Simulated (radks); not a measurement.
The numbers below are computed, except where a source is named.
All-electron atom: the lead ion Pb3+ in [Xe] 4f14 5d10 6s1 (the NIST ground configuration). Level of theory: Dirac Kohn-Sham, PBE, spin-unpolarised, spherical densities, finite nucleus; Fermi nuclear charge, rms radius 5.5012 fm (a radial shooting solver on a logarithmic mesh with Libxc functionals).

Spin-orbit splittings of the eigenvalues, e(l+1/2) - e(l-1/2), with zeta = 2 splitting/(2l+1) and mean radii in bohr:

| shell | occ. | splitting (eV) | zeta (eV) | <r> j=l-1/2 | <r> j=l+1/2 |
|---|---|---|---|---|---|
| 2p | 6 | 2189 | 1460 | 0.05488 | 0.06380 |
| 3p | 6 | 488.5 | 325.6 | 0.1644 | 0.1807 |
| 3d | 10 | 104.0 | 41.58 | 0.1570 | 0.1619 |
| 4p | 6 | ? | ? | 0.3853 | 0.4198 |
| 4d | 10 | 22.32 | 8.928 | 0.4245 | 0.4356 |
| 4f | 14 | 5.032 | 1.438 | 0.4507 | 0.4571 |
| 5p | 6 | 22.35 | 14.90 | 0.9125 | 1.003 |
| 5d | 10 | 2.665 | 1.066 | 1.252 | 1.294 |

Estimate the 4p splitting.

Answer. 119.6 eV (zeta = 79.71 eV).
